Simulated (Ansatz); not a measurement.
Species: sum formula SiNHCl$_{3}$ (charge 0, doublet). It need not be the lowest isomer of its formula. 
Geometry from a B3LYP-D3(BJ)/def2-TZVP (Ansatz, an electronic-structure program) optimisation:
```
Si
N 1 1.7311
H 2 1.0239 1 112.57
Cl 1 2.0305 2 109.34 3 180.00
Cl 1 2.0443 2 109.47 3 -60.50
Cl 1 2.0443 2 109.47 3 60.50
```
Charge 0, spin multiplicity 2.

Wanted: atomisation energy (electronic, to ground-state atoms); the coupled-cluster value holds the core correlation from cc-pwCVTZ, in kcal/mol. Valence correlation only, unless marked. UHF or UKS for open shells. Spin-orbit coupling is left out. No relativistic terms. CBS(X,Y): correlation extrapolated as X^-3; Hartree-Fock from the larger set (for Q and 5 zeta extrapolated as (X+1)exp(-9√X)).

Level to compare with: CCSD(T)/CBS(cc-pV(Q+d)Z,cc-pV(5+d)Z) plus the core term (Ansatz), 454.5 kcal/mol. It is a level with limits of its own, and the differences hold the functionals' basis error too.

Problem. Rank these functionals by how close they come to CCSD(T)/CBS(cc-pV(Q+d)Z,cc-pV(5+d)Z), closest first: revPBE/def2-TZVPD (Ansatz); SVWN5/def2-TZVPD (Ansatz); HSE06/def2-TZVPD (Ansatz); CAM-B3LYP/def2-TZVPD (Ansatz).

Solution. HSE06/def2-TZVPD (screened hybrid, 450.1 kcal/mol, difference -4.4), CAM-B3LYP/def2-TZVPD (range-separated hybrid, 441.8 kcal/mol, difference -12.7), revPBE/def2-TZVPD (GGA, 436.9 kcal/mol, difference -17.6), SVWN5/def2-TZVPD (LDA, 523.0 kcal/mol, difference 68.5)
